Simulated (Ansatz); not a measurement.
Compare A (`CC1(F)BO1`) with its isomer B (`OC1(F)BC1`).

Gas-phase electronic energies from Ansatz, PBE0-D4/def2-TZVP geometries. CCSD(T)/CBS is the MP2 limit (def2-TZVPP, def2-QZVPP) plus CCSD(T) − MP2 in def2-TZVPP, frozen cores. DFT in def2-TZVPP. B3LYP here is the variant with VWN-RPA as its local correlation; programs differ in this. Each species was taken in one conformer, which may not be the lowest.

Task: Which isomer does CCSD(T)/CBS put lower? Give the gap. (Estimate.)

Result: Computed: A, by 45.4 kcal/mol.

Task: Give E(B) − E(A) in kcal/mol with ωB97M-V, HF/def2-TZVPP, CCSD(T)/def2-TZVPP, MP2/def2-TZVPP, BLYP-D4, B2PLYP, B3LYP-D4. (Estimate.)

Result: Ansatz gave: ωB97M-V 44.2, HF/def2-TZVPP 42.8, CCSD(T)/def2-TZVPP 46.0, MP2/def2-TZVPP 47.0, BLYP-D4 45.5, B2PLYP 46.0, B3LYP-D4 44.6. None reverses the order clearly.

Task: Does the order hold for the free energy at 298.15 K (harmonic terms from PBE0-D4)? (Estimate.)

Result: Computed: Yes: G(B) − G(A) = +43.8 kcal/mol, for one conformer each.

Largest T1 diagnostic: 0.015.

At CCSD(T), def2-SVP lies +3.2 kcal/mol from the extrapolated value and def2-TZVPP +0.5 kcal/mol. From PBE to PBE0 (25 % exact exchange), in def2-TZVPP and without D4, E(B) − E(A) moves by −1.0 kcal/mol.
